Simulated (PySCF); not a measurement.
Si(H)(F)2(Cl), SMILES F[SiH](F)Cl (HClF2Si) at its PBE0/def2-SVP optimised geometry (Å):

```
5

Si    -0.4610    -0.7535     0.0000
F     -1.0089     0.7535     0.0000
F     -1.0059    -1.4591    -1.3327
Cl    -1.2208    -1.7253     1.6136
H      1.0089    -0.7535     0.0000
```

Calculation: PBE0/def2-TZVP (PySCF).

Map of the Laplacian of the electron density (e/bohr⁵) on the plane z = 0.8 Å:

```
|:::::::::::::::::::::::::::|
|:::::::::::::::::::::::::::|
|:::::::::::::::::::::::::::|
|:::::::::::::::::::::::::::|
|:::::::::::::::::::::::::::|
|:::::::::::::::::::::::::::|
|:::::::::::::::::::::::::::|
|:::::::::--::::::::::::::::|
|:::::::-===-:::::::::::::::|
|:::::::=+#*=-::::::::::::::|
|::::::-=#@@+-::::::::::::::|
|::::::-=*%%+-::::::::::::::|
|:::::::-+++=-::::::::::::::|
|:::::::--==--::::::::::::::|
|::::::::-----::::::::::::::|
|:::::::--:-==::::::::::::::|
|::::::---::-=::::::::::::::|
|::::::--:. .:::::::::::::::|
|:::::---:  .:::::::::::::::|
|:::::-=-. .:--:::::::::::::|
|:::::-=-:.----:::::::::::::|
|:::::--=--=--::::::::::::::|
|::::::------:::::::::::::::|
|:::::::----::::::::::::::::|
|:::::::::::::::::::::::::::|
|:::::::::::::::::::::::::::|
|:::::::::::::::::::::::::::|
```
Scale: ten equal steps from -0.137 (start of ' ') to 0.502 (end of '@'), in the order ' .:-=+*#%@'; x runs from -3.50 to 3.50, y from -3.50 (bottom) to 3.50 (top).
